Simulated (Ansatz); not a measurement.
Geometry optimisation, RKS PBE-D4/def2-SVP (Ansatz).

Input:

```yaml
crystal:
  periodic: [false, false, false]
  atoms:
    - { symbol: Al, position_ang: [-0.232986, 1.502048, -0.71561] }
    - { symbol: O, position_ang: [1.206508, -0.978099, 0.59662] }
    - { symbol: C, position_ang: [0.123027, -1.776239, 1.059021] }
    - { symbol: O, position_ang: [-1.804807, 0.873678, -0.503372] }
    - { symbol: O, position_ang: [0.420265, 1.882991, -2.243013] }
    - { symbol: H, position_ang: [1.220952, -0.166429, 1.137585] }
    - { symbol: F, position_ang: [0.605109, 1.88653, 0.758688] }
    - { symbol: H, position_ang: [0.202325, -2.018408, 2.145239] }
    - { symbol: H, position_ang: [-0.873895, -1.311816, 0.871096] }
    - { symbol: H, position_ang: [0.162218, -2.734567, 0.502542] }
    - { symbol: H, position_ang: [-2.367192, 0.660086, -1.263401] }
    - { symbol: H, position_ang: [1.338374, 2.180126, -2.345494] }
basis:
  gaussian: { orbitals: def2-SVP }
hamiltonian:
  xc: pbe
  dispersion: d4
relax:
  f_tol: 0.03
  max_steps: 50
output:
  orbitals: {}
```

Launched with:

```bash
$ ansatz run input.yaml --threads 2 --pin off --max-ram 3072MiB --backend cpu --events-out ev --progress --plain --runs-dir out
```

Problem. Where does it end, and by what steps?

Solution. It converged. After 15 steps the energy has fallen by 0.872 eV; H10 moved furthest, 0.83 Å. Joined: Al1–O2.

```
step  energy less start (eV)  largest force component (eV/Å)  accepted
   0                  0.0000                           1.259       yes
   1                 -0.2216                           0.781       yes
   2                 -0.4466                           0.610       yes
   3                 -0.6756                           0.833       yes
   4                 -0.7038                           1.300       yes
   5                 -0.8222                           0.348       yes
   6                 -0.8347                           0.139       yes
   7                 -0.8489                           0.215       yes
   8                 -0.8572                           0.199       yes
   9                 -0.8635                           0.198       yes
  10                 -0.8668                           0.157       yes
  11                 -0.8693                           0.159       yes
  12                 -0.8678                           0.155        no
  13                 -0.8711                           0.037       yes
  14                 -0.8718                           0.033       yes
  15                 -0.8721                           0.027       yes
```

```xyz
12
Properties=species:S:1:pos:R:3
Al -0.046 1.092 -0.494
O 0.772 -0.357 0.569
C 0.063 -1.587 0.844
O -1.675 0.526 -0.364
O 0.645 1.202 -2.070
H 0.942 0.155 1.390
F 0.509 2.175 0.707
H 0.601 -2.155 1.628
H -0.986 -1.376 1.131
H 0.068 -2.169 -0.096
H -2.336 0.760 -1.032
H 1.442 1.734 -2.213
```

Time of the run: 43 s on 2 threads of Arm Neoverse V1 (shared host), peak memory 0.16 GiB.
